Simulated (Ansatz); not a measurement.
```yaml
crystal:
  periodic: [false, false, false]
  atoms:
    - {symbol: O, position_ang: [-1.731645, -0.141220, 0.210475]}
    - {symbol: W, position_ang: [-0.081611, -0.017343, 0.003413]}
    - {symbol: Cl, position_ang: [0.787940, -1.019266, 1.866372]}
    - {symbol: Cl, position_ang: [0.474312, -1.929757, -1.121557]}
    - {symbol: Cl, position_ang: [0.146701, 1.067050, -1.997241]}
    - {symbol: Cl, position_ang: [0.446403, 1.976438, 0.992338]}
basis:
  gaussian: {orbitals: def2-mTZVP}
hamiltonian: {xc: {name: rPW86-PBE}, dispersion: d3bj}
```

```sh
$ ansatz run in.yaml --threads 2 --pin off --events-out ev --progress --plain --max-ram 32768MiB --backend cpu
```

It prints (some lines left out):

```
Functional definition: rPW86-PBE
1410 factors; their error is unknown
mean field evaluation 1: about -54007.7778 eV, gradient 8.5e1 eV
mean field evaluation 2: about -53755.2802 eV, gradient 2.9e2 eV
mean field evaluation 4: about -54019.3182 eV, gradient 2.2e1 eV
mean field evaluation 8: about -54020.3155 eV, gradient 5.2e-1 eV
mean field evaluation 16: about -54020.2878 eV, gradient 5.9e-4 eV
mean field -54020.28778612 eV, -1985.2089598737 hartree, gradient 5.0e-5 eV, S^2 0.000000; 0 other end points of the search recorded, 0 dependent functions left out
reference -54020.28789631 eV, -1985.2089639230 hartree; 45, 45 occupied and 103, 103 virtual orbitals, 1410 factors
Total energy: -54020.59579090 eV, -1985.2202788408 hartree
```

It took 6 s on 2 threads of an AMD EPYC 7R13 on a shared host, with 0.55 GiB of host memory at the peak.
